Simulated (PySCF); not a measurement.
# How the method changes the shape and vibrations of B2CClH3

These are calculations, not measurements. They come from PySCF 2.14.0, an open-source quantum chemistry program, on an isolated molecule that a program drew, which may never have been made. The molecule is B2CClH3 (charge 0, singlet), drawn as the SMILES string `C=BBCl`.

The geometry was optimised and harmonic frequencies were computed with HF and MP2, all in the cc-pV(D+d)Z basis, for the commonest isotopes, with a restricted reference for singlets and an unrestricted one otherwise, and a frozen core in MP2. Each result is a local minimum of its method.

Geometry at the HF minimum:
```xyz
7
B2CClH3, angstrom
C    -2.2151    1.4448    0.1842
B    -1.1359    0.5698    0.2089
B     0.1676   -0.4646    0.2186
Cl    0.2188   -1.8018    1.3706
H    -2.2690    2.2737   -0.5145
H    -3.0576    1.3445    0.8609
H     1.0921   -0.3513   -0.5267
```

Lengths of the bonds as drawn, in Å (atoms numbered as above):
| bond | HF | MP2 |
|---|---|---|
| C1-B2 | 1.390 | 1.411 |
| B2-B3 | 1.664 | 1.657 |
| B3-Cl4 | 1.766 | 1.757 |
| C1-H5 | 1.085 | 1.097 |
| C1-H6 | 1.085 | 1.097 |
| B3-H7 | 1.193 | 1.204 |

Rotational constants, in GHz:
```
constant     HF    MP2
       A  28.95   28.3
       B  2.378  2.393
       C  2.198  2.207
```

Harmonic frequencies in cm^-1, each column in rising order, so a row needn't be the same motion in every method:
```
rank    HF   MP2
   1   126   109
   2   238   217
   3   356   311
   4   357   362
   5   652   615
   6   804   735
   7   838   759
   8   885   801
   9   891   879
  10  1138     ?
  11  1413  1306
  12  1700  1581
  13  2764  2685
  14  3296  3186
  15  3377  3280
```

**Estimate the missing MP2 frequency from the HF column.**

A single factor s that minimises the squared misfit of MP2 against s times HF over the other rows is sum(HF x MP2) / sum(HF^2) = 0.9606, with an rms misfit of 34 cm^-1. For rank 10 it gives 0.9606 x 1138 = 1093 cm^-1. The calculation gives 1097 cm^-1, 4 cm^-1 above the estimate. The drawn bonds are on average 0.6 % longer in MP2 than in HF.
